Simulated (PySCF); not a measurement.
# One molecule, several mistakes: AlGeH5N cation

All numbers below are calculated, not measured. They come from PySCF 2.14.0, an open-source quantum chemistry program, on an isolated molecule that a program drew, which may never have been made. The molecule is AlGeH5N cation (charge +1, singlet), drawn as the SMILES string `[NH2][GeH+][AlH2]`.

Each row is a Hartree-Fock (HF) and frozen-core CCSD(T) single point in the cc-pV(D+d)Z basis, meant for a local HF minimum. Run 1 is clean. Each other run has one planted mistake out of seven kinds, and not every kind appears here: one electron removed, one electron added, multiplicity raised by two, geometry at a saddle point, minimal basis STO-3G, one bond length entered in bohr, all coordinates scaled. The reference is restricted for singlets and unrestricted otherwise, and also for a bond in bohr. Adding or removing an electron swaps singlet and doublet. Electrons count all cores. HOMO and LUMO are orbital energies over both spins, the gradient is its largest component, and the lowest frequency (negative if imaginary) is given only where the gradient is small. Bond lengths are over the 7 bonds as drawn. T1 is the CCSD diagnostic: over 0.02 (restricted) or 0.045 (unrestricted) a single reference is doubtful. Germanium has the cc-pVDZ-PP basis, with a core potential (ECP10MDF) in place of its 10 inner electrons, and its 3s, 3p and 3d shells are frozen in CCSD(T).

Geometry of the clean run:
```xyz
8
AlGeH5N cation, angstrom
N    -2.9163   -0.4999    1.9971
Ge   -1.4466   -0.6538    1.0629
Al    0.4250    1.1596    1.2058
H    -3.1066    0.2685    2.6155
H    -3.6638   -1.1724    1.9737
H    -1.5467   -1.9457    0.2618
H     0.0245    2.2821    2.2051
H     1.6289    0.8336    0.2794
```

```
run  electrons  basis functions  <S^2>  HOMO (eV)  LUMO (eV)  gradient (hartree/bohr)  lowest frequency (cm^-1)  mean bond (Å)  longest bond (Å)      T1  HF (hartree)  CCSD(T) (hartree)                          mistake
  1         56               85  0.000     -15.95      -4.95                  1.6e-05                        36         1.5716             2.610  0.0203    -592.42469         -592.78987                         no fault
  2         56               85  0.775     -15.58      -5.00                  2.3e-02                         -         1.6994             2.610  0.0727    -592.27389         -592.64246  one bond length entered in bohr
  3         57               85  0.759      -5.95       0.98                  5.6e-02                         -         1.5716             2.610  0.0210    -592.62407         -593.00073               one electron added
  4         56               85  0.000     -15.57      -4.91                  4.4e-02                         -         1.6863             2.800  0.0265    -592.39400         -592.77128                                ?
  5         56               85  2.029     -12.25      -6.17                  1.4e-01                         -         1.5716             2.610  0.0130    -592.32387         -592.64739                                ?
```

**Which mistake was planted in run 4, and what did it cost?**

The mean and the longest bond both change by the same factor, 1.073, and the gradient is no longer small. So the mistake is: all coordinates scaled. Subtracting run 1 and multiplying by 627.51 kcal/mol a hartree, the energy moved by 19.3 kcal/mol in HF and 11.7 kcal/mol in CCSD(T).

**Which mistake was planted in run 5, and what did it cost?**

Electrons, basis and geometry are unchanged, and <S^2> is 2.029, beside S(S+1) = 2.00 for a multiplicity of 3. So the mistake is: multiplicity raised by two. Subtracting run 1 and multiplying by 627.51 kcal/mol a hartree, the energy moved by 63.3 kcal/mol in HF and 89.4 kcal/mol in CCSD(T).

Cautions from the logs. Run 1: T1 is over the limit, so its CCSD(T) energy is less reliable; run 2: T1 is over the limit, so its CCSD(T) energy is less reliable; run 4: T1 is over the limit, so its CCSD(T) energy is less reliable.
